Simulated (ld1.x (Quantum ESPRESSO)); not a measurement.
## PBEsol TM dataset for lithium (Li), non-relativistic all-electron reference.

ld1.x (Quantum ESPRESSO) 7.5 input, shortened:

```
&input
   title='Li', zed=3., rel=0, dft='PBESOL', iswitch=3,
   config='[He] 2s1 2p0'
 /
 &inputp
   pseudotype=2, tm=.true., lloc=0,
   nlcc=.false.
 /
2
2P  2  1   0.00   0.00  4.20  4.20  0.0
1S  1  0   2.00   0.00  0.45  0.45  0.0
 &test
   configts(1)='1s2 2s1 2p0'
 /
```

Occupied shells without a wave of their own: 2s. They enter only through the test configuration that unscreens the potential.

Estimate the cutoffs (Ry, on a coarse ladder) from which the occupation-weighted sum of valence levels, in a spherical-Bessel basis at the reference potential, stays within 10 and 1 mRy of its value at 400 Ry.

300 Ry and over 300 Ry.

What does a ghost test show?

No extra level below or beside the all-electron valence levels (p, s, d, f tested).

Which valence shell sets the plane-wave cutoff?

1s: its level needs over 300 Ry to come within 1 mRy, against 200 Ry for 2s.

Its largest configuration-test error is +18 meV (1s1 2s1 2p0). 1 of 4 tests not solved or not reliable. Not counted: 1s2 2s0 2p1 (solver errors, printed error -1.9 eV).
